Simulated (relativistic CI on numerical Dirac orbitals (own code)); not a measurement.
# Judd-Ofelt analysis for Pm³⁺

Calculated at this level of theory: Dirac-Coulomb-Breit CI, separate exchange-only KLI orbitals for each configuration, QED by a radiative potential, valence Slater integrals scaled by 0.85 (own radial code, finite nucleus).

Configuration 4f4 alone, in intermediate coupling. Take Ω₂ = 2.0, Ω₄ = 4.57, Ω₆ = 5.15 (10⁻²⁰ cm²) and refractive index n = 1.66 as given. A_ED = 64π⁴e²ν³ n(n² + 2)²/[27h(2J + 1)] Σ Ω_λ |U^λ|², in Gaussian units with ν in cm⁻¹, and A_MD is n³ times the free-ion magnetic-dipole rate; a dash marks a rate that is forbidden or under 2 % of the level's free-ion decay.

Emitting level 5I_8 at 6447 cm⁻¹ (radiative decay alone: multiphonon quenching in a host is left out, and the level can lie too high or too low):

| To | ν (cm⁻¹) | U² squared | U⁴ squared | U⁶ squared | Free-ion A(M1) (s⁻¹) |
| --- | --- | --- | --- | --- | --- |
| 5I_4 | 6447 | 0.0000 | 0.0000 | 0.0100 | - |
| 5I_5 | 4991 | 0.0000 | 0.0018 | 0.1239 | - |
| 5I_6 | 3401 | 0.0013 | 0.0240 | 0.6197 | - |
| 5I_7 | 1725 | 0.0266 | 0.1358 | 1.5467 | 0.204 |

(1) Give the rates, branching ratios and the radiative lifetime.

Answers

(1) The rates are:

```
  To  λ (nm)  A_ED (s⁻¹)  A_MD (s⁻¹)  β (%)
5I_4    1551        2.45           0    5.0
5I_5    2004        14.3           0   29.4
5I_6    2940        23.1           0   47.5
5I_7    5796        7.88       0.931   18.1
```

τ_rad = 2.06e-02 s. Computed level positions enter as ν³, so measured ones would change the rates. For the strongest line (2940 nm) and an assumed effective width Δλ = 260 nm (300 cm⁻¹), the Füchtbauer-Ladenburg formula σ = λ⁴A/(8πcn²Δλ) gives a peak emission cross-section of 0.32 × 10⁻²⁰ cm².
